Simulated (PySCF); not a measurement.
## ECD: `CN[C@H](C)[C@H](C)[SiH3]`, C5H15NSi

Geometry:
```tsv
atom	x (Å)	y (Å)	z (Å)
C1	-1.971	-1.524	-0.195
N2	-0.688	-0.872	-0.352
C3	-0.460	0.305	0.478
C4	-1.261	1.537	0.050
C5	1.060	0.488	0.504
C6	1.609	1.294	-0.668
Si7	1.743	-1.298	0.500
H8	-1.982	-2.430	-0.800
H9	-2.095	-1.807	0.850
H10	-2.825	-0.898	-0.489
H11	-0.550	-0.623	-1.327
H12	-0.773	0.025	1.492
H13	-1.075	1.776	-0.995
H14	-0.983	2.394	0.659
H15	-2.327	1.361	0.179
H16	1.337	1.012	1.422
H17	1.311	0.859	-1.620
H18	2.697	1.298	-0.632
H19	1.269	2.329	-0.641
H20	1.004	-2.146	1.430
H21	3.130	-1.200	1.000
H22	1.820	-1.860	-0.845
```

Computed, not measured: TDDFT CAM-B3LYP/def2-SVPD circular dichroism and optical rotation, one conformer, gas phase in PySCF. Geometry: GFN2-xTB.

The molecule is flexible and this is one conformer; a measurement averages over conformers. States above about 8.0 eV (minus the energy of the highest occupied orbital) lie near or above the ionisation threshold and depend on the basis.

Problem. Assign R or S to each stereocentre.

Solution. C3 R, C5 S.

Problem. List the lowest 8 singlet excitations with oscillator and rotatory strengths.

Solution. Rotatory strengths R in 10⁻⁴⁰ esu² cm², velocity form and length form (origin at the centre of mass); f in length form.
```
state  E (eV)  λ (nm)      f  R (velocity)  R (length)                                  main
    1    6.25     198  0.002          -9.9        -9.9                        HOMO→LUMO 0.77
    2    6.95     178  0.006          +1.8        +2.3      HOMO→LUMO+3 0.66, HOMO→LUMO 0.08
    3    7.12     174  0.018         -10.0       -10.0    HOMO→LUMO+1 0.43, HOMO→LUMO+2 0.39
    4    7.31     170  0.016          -9.3        -9.1    HOMO→LUMO+1 0.41, HOMO→LUMO+2 0.34
    5    7.59     163  0.003          +3.6        +3.2  HOMO−1→LUMO 0.65, HOMO−1→LUMO+2 0.16
    6    7.63     162  0.002          -4.6        -4.0                      HOMO→LUMO+4 0.67
    7    7.88     157  0.008         +12.1       +11.1    HOMO→LUMO+5 0.62, HOMO→LUMO+3 0.09
    8    8.11     153  0.016         -12.0       -12.1  HOMO→LUMO+7 0.22, HOMO−1→LUMO+1 0.16
```

Among the states computed, the strongest CD band (largest |R|) is state 7. The largest dissymmetry factor in size, g = 4R/(D+G), with D and G the electric and magnetic dipole strengths, is -0.048 for state 1 (velocity form, f = 0.002), among bands with |R| over 0.5. The mirror image has the same energies and oscillator strengths and all R with the opposite sign.
